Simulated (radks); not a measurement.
Values are calculated unless marked as measured or tabulated.
All-electron atom: Cu XV in [Ne] 3s2 3p3 (the NIST ground configuration). Level of theory: scalar-relativistic Kohn-Sham, r2SCAN, spin-polarised, spherical densities, finite nucleus; open shells are filled with parallel spins first; meta-GGA in the generalised Kohn-Sham scheme; Fermi nuclear charge, rms radius 3.8823 fm (a radial shooting solver on a logarithmic mesh with Libxc functionals).

Unscreened Slater integrals over Kohn-Sham orbitals (eV). They are taken over the spin-up orbitals.

\begin{tabular}{lr}
integral & value \\ \hline
F0(3p,3p) & 40.397 \\
F2(3p,3p) & 20.561 \\
F0(3p,3s) & 40.171 \\
G1(3p,3s) & 26.537 \\
F0(3p,2p) & 53.728 \\
F2(3p,2p) & 12.622 \\
G0(3p,2p) & 5.0759 \\
G2(3p,2p) & 5.4454 \\
F0(3p,2s) & 52.355 \\
G1(3p,2s) & 3.9625 \\
F0(3s,3s) & 40.018 \\
F0(3s,2p) & 52.547 \\
G1(3s,2p) & 5.0871 \\
F0(3s,2s) & 51.564 \\
G0(3s,2s) & 4.0621 \\
F0(2p,2p) & 121.51 \\
F2(2p,2p) & 57.465 \\
F0(2p,2s) & 111.85 \\
G1(2p,2s) & 64.279 \\
F0(2s,2s) & 105.64 \\
\end{tabular}

Derived for the open shells (J is the average intra-shell exchange parameter used in DFT+U). 3p: J = F2/5 = 4.112 eV.
